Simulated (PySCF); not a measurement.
Precursor series Ti Cl-F. Isolated molecules, 0 K electronic values unless said otherwise.

The numbers are results of PySCF with TPSSh-D3(BJ)/def2-TZVP // TPSS-D3(BJ)/def2-SVP, not measurements. 

```csv
species,HOMO (eV),mean distance from the central atom to its bonded neighbours (Å)
0 of 4 Cl replaced by F ([Ti(Cl)4]),-8.92,2.173
1 of 4 Cl replaced by F ([Ti(Cl)3(F)]),-8.94,2.067
2 of 4 Cl replaced by F ([Ti(Cl)2(F)2]),-9.12,1.960
3 of 4 Cl replaced by F ([Ti(Cl)(F)3]),(withheld),1.852
4 of 4 Cl replaced by F,-11.38,(withheld)
```

Question: Complete the blanks.

Answer: 
- 3 of 4 Cl replaced by F ([Ti(Cl)(F)3]), HOMO (eV): -9.40
- 4 of 4 Cl replaced by F, mean distance from the central atom to its bonded neighbours (Å): 1.743
